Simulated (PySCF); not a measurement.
CH$_{4}$AlO, doublet, geometry from GFN2-xTB (such geometries of metal compounds can be far from the true shape) (the spin is typed, not shown lowest).

Input for PySCF:
```python
from pyscf import gto, scf, mp

mol = gto.Mole()
mol.atom = '''
    Al    0.481131   -0.048777    0.114651
    C    -0.385849    1.347536   -1.098157
    H    -1.119634    1.958684   -0.566734
    H    -0.897733    0.894329   -1.950760
    H     0.378071    2.021320   -1.493836
    O    -0.206980   -1.291608    0.960098
    H    -0.644475   -1.992582    1.429023
'''
mol.basis = '6-31g*'
mol.charge = 0
mol.spin = 1
mol.verbose = 4
mol.build()

mf = scf.UHF(mol)
mf.kernel()

pt = mp.MP2(mf, frozen=7)
pt.kernel()
print('E(MP2) = %.10f' % pt.e_tot)
mf.analyze()
```

Task: What does this run give for the MP2 correlation energy, SCF-reference HOMO energy, number of basis functions, SCF-reference <S^2>?

Result: 
```json
{
  "MP2 correlation energy": "-0.3508 Eh",
  "SCF-reference HOMO energy": "-7.32 eV",
  "number_of_basis_functions": "54",
  "SCF-reference <S^2>": "0.758"
}
```

These values belong to the state on which the SCF converged, which isn't shown to be the lowest.
